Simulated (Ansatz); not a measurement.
Geometry optimisation, Ansatz 0.2.0, RKS r2SCAN/def2-SVP.

input.yaml

```yaml
crystal:
  periodic: [false, false, false]
  atoms:
    - { symbol: C, position_ang: [0.08537, 1.32434, -1.24659] }
    - { symbol: C, position_ang: [0.02389, 0.27966, -0.27329] }
    - { symbol: Si, position_ang: [0.81813, -1.2154, 0.10336] }
    - { symbol: O, position_ang: [-0.07036, -1.84685, 1.69145] }
    - { symbol: H, position_ang: [-0.19022, 1.03431, -2.26203] }
    - { symbol: H, position_ang: [-0.79185, 0.83975, 0.18385] }
    - { symbol: H, position_ang: [0.99967, 1.92025, -1.23568] }
    - { symbol: H, position_ang: [0.0367, -1.33143, 2.50716] }
    - { symbol: H, position_ang: [-0.98734, -2.15616, 1.60967] }
total_charge: 1
basis:
  gaussian: { orbitals: def2-SVP }
hamiltonian:
  xc: r2scan
relax:
  f_tol: 0.02
  max_steps: 50
```

Run as:

```bash
$ ansatz run input.yaml --threads 2 --pin off --max-ram 3072MiB --backend cpu --events-out ev --progress --plain --runs-dir out
```

Q: Where does it end, and by what steps?

A: The forces met the threshold. Limits of this set-up: the dipole of an ion depends on the origin. After 15 steps the energy has fallen by 3.254 eV; H8 moved furthest, 1.23 Å.

| step | energy less start (eV) | largest force component (eV/Å) | accepted |
| --- | --- | --- | --- |
| 0 | 0.0000 | 3.701 | yes |
| 1 | -0.7764 | 1.765 | yes |
| 2 | -0.9128 | 1.230 | yes |
| 3 | -1.3051 | 1.441 | yes |
| 4 | -1.8394 | 1.674 | yes |
| 5 | -2.3166 | 1.910 | yes |
| 6 | -2.5903 | 1.430 | yes |
| 7 | -2.7215 | 1.096 | yes |
| 8 | -2.8516 | 1.489 | yes |
| 9 | -3.0016 | 0.630 | yes |
| 10 | -3.0960 | 1.224 | yes |
| 11 | -3.1840 | 0.523 | yes |
| 12 | -3.2362 | 0.239 | yes |
| 13 | -3.2425 | 0.268 | yes |
| 14 | -3.2531 | 0.044 | yes |
| 15 | -3.2536 | 0.020 | yes |

```xyz
9
Properties=species:S:1:pos:R:3
C 0.291 1.182 -1.246
C -0.157 0.381 -0.244
Si 0.996 -0.983 0.183
O -0.140 -1.658 1.570
H -0.281 2.044 -1.612
H -1.134 0.611 0.208
H 1.256 1.011 -1.745
H -1.005 -1.303 1.856
H 0.098 -2.436 2.108
```

Whether the end is a true minimum wasn't checked by a vibrational analysis.

The run took 24 s on 2 threads of AMD EPYC 7R13 Processor (Zen 3), with other jobs on the host, peak memory 0.16 GiB.
